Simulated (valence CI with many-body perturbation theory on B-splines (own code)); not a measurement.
Level structure of Ru³⁸⁺

Calculated by configuration interaction combined with many-body perturbation theory (CI+MBPT): four valence electrons over a frozen Dirac-Fock core [He], radial functions for each j: 11 s, 11 p, 9 d, 7 f, 5 g, 2 h, 1 i, with the one-electron correlation potential Σ1, the two-electron term Σ2, the three-electron term Σ3, Breit, model QED; selected CI, second order for the rest (own B-spline code, finite nucleus).

The last digits are not significant, and no measured levels were compared; by estimate large intervals hold to a few tenths of a per cent, small ones and those within an open d or f shell to about a per cent. Among the levels kept, up to 260 cm⁻¹ of a level comes from second order outside the variational space, and about a tenth of that is noise between levels of different J, which matters for small intervals.

Levels 91 to 109 of 109, with energies above the lowest level, (2s^2 2p1/2^2) J=0. "Leading %" is the weight of the configuration and term that name the level; weights of strongly mixed levels are sums over their largest components and can fall short. In the jj column 3d3/2^4 stands for four electrons in 3d with j = 3/2. Lifetimes count E1, E2, E3, M1 and M2 decay at the calculated energies, and are blank where another channel may lead or the interval is too uncertain; long ones can be off by a factor of two.

```tsv
No.	Configuration	Term	J	E (eV)	Leading %	Lifetime	g	Leading jj
91	2s.2p2.3d	5F	5	3570.1	56	166 ps	1.303	2s 2p1/2 2p3/2 3d5/2 (95 %)
92	2s.2p2.3d	3D	1	3570.1	36	8.16 fs	1.013	2s 2p1/2 2p3/2 3d5/2 (92 %)
93	2s.2p2.3p	3P°	1	3570.6	40	39.4 fs	1.334	2s 2p1/2 2p3/2 3p3/2 (93 %)
94	2s.2p2.3p	3P°	0	3570.8	85	790 fs		2s 2p1/2 2p3/2 3p3/2 (98 %)
95	2s.2p2.3s	3D	3	3570.8	43	26.8 fs	1.418	2s 2p3/2^2 3s (77 %)
96	2s.2p2.3p	3D°	2	3571.4	40	39.6 fs	1.137	2s 2p1/2 2p3/2 3p3/2 (92 %)
97	2s.2p2.3d	5P	2	3572.2	35	4.59 fs	1.474	2s 2p1/2 2p3/2 3d3/2 (90 %)
98	2s.2p2.3d	3F	3	3572.6	33	4.94 fs	1.290	2s 2p1/2 2p3/2 3d3/2 (59 %)
99	2s.2p2.3d	5P	1	3574.8	51	4.00 fs	2.041	2s 2p1/2 2p3/2 3d3/2 (90 %)
100	2s.2p2.3p	3P°	1	3576.3	57	246 fs	1.256	2s 2p1/2 2p3/2 3p3/2 (92 %)
101	2s.2p2.3s	3P	2	3583.4	32	24.1 fs	1.237	2s 2p3/2^2 3s (72 %)
102	2s.2p2.3d	3P	2	3587.0	24	14.9 fs	1.158	2s 2p1/2 2p3/2 3d5/2 (56 %)
103	2s.2p2.3d	3D	3	3588.6	56	8.04 fs	1.261	2s 2p1/2 2p3/2 3d5/2 (78 %)
104	2s.2p2.3d	3F	4	3592.1	52	5.01 fs	1.190	2s 2p1/2 2p3/2 3d5/2 (75 %)
105	2s.2p2.3d	3D	1	3594.2	56	6.04 fs	0.849	2s 2p1/2 2p3/2 3d5/2 (88 %)
106	2s.2p2.3d	3P	0	3597.1	74	5.58 fs		2s 2p1/2 2p3/2 3d5/2 (91 %)
107	2s.2p2.3d	3G	3	3603.6	58	71.9 fs	0.882	2s 2p1/2 2p3/2 3d3/2 (97 %)
108	2s.2p2.3d	3F	2	3608.8	50	9.53 fs	0.873	2s 2p1/2 2p3/2 3d3/2 (78 %)
109	2s.2p2.3d	3D	1	3611.9	54	21.2 fs	0.718	2s 2p1/2 2p3/2 3d3/2 (87 %)
```
